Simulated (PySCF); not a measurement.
## Field gradients at the hydrogen positions

Compound: C₅H₁₃FSi₂.
Cartesian coordinates in Å at the GFN2-xTB level; atoms count from 1:
```
atom  x, y, z in Å
C1     1.5652    2.0421   -0.1436
Si2    0.9649    0.2434   -0.3306
Si3    2.5460   -1.2901    0.3931
C4    -0.6487    0.0855    0.6818
C5    -1.8794    0.7744    0.0565
C6    -2.3740   -0.5977   -0.3983
F7    -3.6945   -0.8686   -0.1213
C8    -1.3609   -1.2721    0.5262
H9     0.7826    2.7596   -0.3732
H10    2.3992    2.2410   -0.8093
H11    1.9037    2.2422    0.8693
H12    0.5733    0.0646   -1.7460
H13    3.6945   -1.3503   -0.5139
H14    2.0197   -2.6550    0.4873
H15    3.0851   -0.9674    1.7180
H16   -0.4786    0.3679    1.7223
H17   -2.5508    1.2081    0.7958
H18   -1.6981    1.5016   -0.7323
H19   -2.2336   -0.8055   -1.4626
H20   -0.7874   -2.0894    0.0925
H21   -1.8370   -1.6172    1.4426
```

Level: PBE0/pcSseg-1 (PySCF, non-relativistic); Q(2H) = 0.00286 b; rigid geometry, the same for H and D, with no vibrational averaging.

Question: Rank these positions by the coupling χzz of a deuteron there, largest first.
A. H10 (methyl hydrogen)
B. H16 (methine hydrogen)
C. H19 (methine hydrogen)
D. H12 (Si–H hydrogen)
E. H13 (Si–H hydrogen)

Answer: A (219 kHz), B (209 kHz), C (196 kHz), E (111 kHz), D (103 kHz).

Question: What are Vzz, η and χzz (234.96 MHz × Q × Vzz) at all hydrogens?

Answer: 
```csv
atom,bonded to,bond length (Å),Vzz (au),η,χzz (kHz)
H9,C1,1.086,0.3255,0.01,219
H10,C1,1.086,0.3261,0.01,219
H11,C1,1.087,0.3240,0.01,218
H12,Si2,1.479,0.1537,0.02,103
H13,Si3,1.465,0.1646,0.01,111
H14,Si3,1.466,0.1637,0.00,110
H15,Si3,1.466,0.1635,0.00,110
H16,C4,1.091,0.3112,0.01,209
H17,C5,1.089,0.3106,0.02,209
H18,C5,1.088,0.3131,0.01,210
H19,C6,1.093,0.2913,0.08,196
H20,C8,1.089,0.3114,0.02,209
H21,C8,1.089,0.3105,0.02,209
```

Question: Average by the element that carries the hydrogen.

Answer: on C: 211 kHz over 9 positions, mean bond length 1.089 Å; on Si: 108 kHz over 4 positions, mean bond length 1.469 Å.

Question: A static deuteron (I = 1) shows a doublet split by (3/2)χ, (3/4)χ(1 + η) and (3/4)χ(1 − η) with the field along z, y and x of the gradient. What are these for H21?

Answer: With |χ| = 208.6 kHz and η = 0.017: 313, 159 and 154 kHz, to first order and without motion.

Geometry: GFN2-xTB, one conformer, isolated molecule. GFN2-xTB frequencies show an imaginary mode (30i cm⁻¹), so this geometry is no minimum at that level. GFN2-xTB bond lengths can be off by several hundredths of an ångström, more for odd bonds, and the gradients follow them. With a basis this small, the couplings can be 20 % off.
